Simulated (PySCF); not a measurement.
# Substituent effects on chemical shifts

Parent skeleton `[CH:1]1=[CH:2][CH2:3][SiH2:4][CH2:5]1`; one hydrogen on atom 3 is replaced by X. Hydrogens on one atom are averaged.

Computational details: PBE0/pcSseg-1 with gauge-including orbitals, GFN2-xTB structure, in PySCF (in vacuum, one computed conformer, non-relativistic, one averaged value for each set of equivalent atoms).

δ = σ(ref) − σ, references computed at the same level: 13C, 29Si, 1H against TMS.

Parent (X = H): C1 138.7, C2 138.7, C3 17.0, Si4 -36.2, C5 17.0, H(C1) 6.13, H(C2) 6.13, H(C3) 1.79, H(Si4) 4.32 ppm. Effects are Δδ = δ(X) − δ(H), positive for deshielding.

**Question.** Give Δδ (ppm) for X = iPr, CHF2, NHCOCH3, CH2CN, OC2H5, 2-furyl, CH=NH, OSiH3, tBu.

**Answer.** 
```csv
X,SMILES,C1,C2,C3,Si4,C5,H(C1),H(C2),H(C3),H(Si4)
iPr,CC(C)[C@@H]1C=CC[SiH2]1,-0.6,+6.9,+27.2,-5.7,-0.5,+0.01,-0.21,+0.72,-0.05
CHF2,FC(F)[C@H]1C=CC[SiH2]1,+4.9,-1.9,+25.4,+1.5,+0.5,+0.19,-0.06,+1.13,+0.06
NHCOCH3,CC(=O)N[C@@H]1C=CC[SiH2]1,+5.7,-3.6,+27.1,-13.3,+4.8,+0.25,-0.21,+1.66,+0.51
CH2CN,N#CC[C@@H]1C=CC[SiH2]1,+1.2,+3.5,+14.1,+8.4,+0.5,+0.10,+0.35,+0.66,-0.11
OC2H5,CCO[C@H]1C=CC[SiH2]1,+1.1,+4.3,+65.2,+0.1,-1.0,+0.03,+0.21,+2.65,-0.02
2-furyl,C1=C[C@H](c2ccco2)[SiH2]C1,+1.7,+1.6,+17.5,+11.8,-0.1,+0.14,-0.11,+1.89,+0.02
CH=NH,[H]/N=C\[C@H]1C=CC[SiH2]1,+7.1,-1.8,+28.5,+7.7,-0.5,+0.36,-0.34,+1.41,+0.02
OSiH3,[SiH3]O[C@@H]1C=CC[SiH2]1,+0.7,+6.2,+56.4,+4.5,+0.2,+0.02,+0.19,+2.91,+0.01
tBu,CC(C)(C)[C@H]1C=CC[SiH2]1,+0.8,+3.5,+31.8,-1.1,-0.3,+0.06,+0.06,+0.42,+0.03
```

**Question.** Which position responds most, and to which substituents?

**Answer.** C3: from +14.1 ppm with CH2CN to +65.2 ppm with OC2H5.
